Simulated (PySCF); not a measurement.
# A ladder of Hamiltonians for Hg⁶⁸⁺ (mercury, charge +68)

Occupied: 1s1/2, 2s1/2, 2p1/2, 2p3/2, 3s1/2. Hartree-Fock calculated with PySCF 2.14 in an uncontracted even-tempered set (19 s from 11 bohr⁻², ratio 2.3; 16 p from 13 bohr⁻², ratio 2.3), Gaussian nucleus throughout. NR is non-relativistic, sf-X2C the spin-free one-electron X2C Hamiltonian, X2C adds the bare one-electron spin-orbit term, X2C-SNSO screens it by Boettger's factors, DC is four-component Dirac-Coulomb, and the Gaunt term is added at first order (total energies over the DC spinors, levels after relaxing the spinors in that mean field). QED terms are absent. Levels marked empty are virtual spinors of this ion; the basis has s and p functions only, so 3d, which can lie below the n = 4 levels, is absent.

```tsv
level (eV)	NR	sf-X2C	X2C	X2C-SNSO
1s1/2	-81575.6	-89733.6	-89707.5	-89708.9
2s1/2	-18420.9	-20778.7	-20772.2	-20772.6
2p1/2	-17987.1	-18760.6	-20256.1	-20210.4
2p3/2	-17987.1	-18760.6	-18187.1	-18200.5
3s1/2	-7731.1	-8478.9	-8477.8	-8477.8
3p1/2 (empty)	-7476.2	-7786.9	-8183.2	-8171.3
3p3/2 (empty)	-7476.2	-7786.9	-7632.0	-7635.6
4s1/2 (empty)	-4178.5	-4492.9	-4492.5	-4492.5
```

**Question.** Where do the four-component calculations put these levels?

**Answer.** 1s1/2: DC -89826.2, DC+Gaunt -89515.9; 2s1/2: DC -20790.1, DC+Gaunt -20755.1; 2p1/2: DC -20223.6, DC+Gaunt -20163.2; 2p3/2: DC -18212.3, DC+Gaunt -18173.0; 3s1/2: DC -8482.1, DC+Gaunt -8472.7; 3p1/2 (empty): DC -8174.8, DC+Gaunt -8159.3; 3p3/2 (empty): DC -7638.2, DC+Gaunt -7628.1; 4s1/2 (empty): DC -4494.2, DC+Gaunt -4490.5 (eV).

| Hamiltonian | E (hartree) | E − E(DC) (hartree) | CPU seconds |
| --- | --- | --- | --- |
| NR | -12686.3462 | 1125.5581 | 0.45 |
| sf-X2C | -13779.1675 | 32.7368 | 0.33 |
| X2C | -13805.8301 | 6.0742 | 0.34 |
| X2C-SNSO | -13804.3892 | 7.5151 | 0.34 |
| DC | -13811.9043 | 0.0000 | 22 |
| DC+Gaunt | -13792.7898 | 19.1145 | 43 |

Weight of the small component: 1s1/2 0.0926, 2s1/2 0.0219, 2p1/2 0.0218, 2p3/2 0.0194, 3s1/2 0.00861, 3p1/2 0.00847, 3p3/2 0.00787, 4s1/2 0.00444.

Koopmans' value for the highest occupied level at DC+Gaunt: 8472.7 eV, against an ionisation energy of 8470 ± 50 eV (theoretical estimate listed by NIST; NIST Atomic Spectra Database, ionization energies); the former lacks relaxation, correlation, QED and recoil.

The whole ladder took 74 s of wall time on 1 thread of Intel(R) Xeon(R) Platinum 8375C CPU @ 2.90GHz (shared host), launched as `OMP_NUM_THREADS=1 python relrun2.py TASK.json OUT` (a driver that calls PySCF for each Hamiltonian).

Dirac-Coulomb iterations, started from the X2C spinors:

```
with_ssss True, with_gaunt False, with_breit False
light speed = 137.03599967994
init E= -13693.527756109
cycle= 1 E= -13811.9011359361  delta_E= -118  |g|= 4.23  |ddm|= 0.222
cycle= 2 E= -13811.9042917064  delta_E= -0.00316  |g|= 0.0507  |ddm|= 0.0127
cycle= 3 E= -13811.9042941264  delta_E= -2.42e-06  |g|= 0.00133  |ddm|= 0.000512
cycle= 4 E= -13811.9042941282  delta_E= -1.78e-09  |g|= 6.82e-06  |ddm|= 1.13e-05
```
